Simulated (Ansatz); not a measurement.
# CH6OSn: structure from calculated spectroscopic constants

These gas-phase data were calculated for one isomer of CH6OSn at PBE0-D3(BJ)/def2-SVP (harmonic, unscaled wavenumbers; equilibrium rotational constants with average atomic masses):

```
rotational constants            : 27.15, 3.073, 2.942 GHz
all wavenumbers above 1500 cm⁻¹ : 3093, 3028, 2967, 1975, 1928, 1926
```

Candidates:

(1) `C[O][SnH3]`, a singlet
(2) `O[CH2][SnH3]`, a singlet
(3) `[CH3][SnH2][OH]`, a singlet

Question: Which structure fits?

Answer: Candidate (1). No mode falls between 3300 and 4000 cm⁻¹, where the O–H stretch of (2), (3) would stand.

The same quantities for all candidates:

```
     rotational constants (GHz)         wavenumbers above 1500 cm⁻¹  E above the lowest, PBE0-D3(BJ)/def2-SVP (kcal/mol)
(1)         27.15, 3.073, 2.942  3093, 3028, 2967, 1975, 1928, 1926                                                 15.6
(2)         23.01, 2.806, 2.663  3886, 3140, 3032, 1935, 1918, 1908                                                 24.7
(3)         10.36, 4.942, 3.653  3904, 3195, 3187, 3071, 1953, 1905                                                  0.0
```

Each candidate is one conformer. Atoms past krypton carry core potentials. Programs: Ansatz 0.2.0.
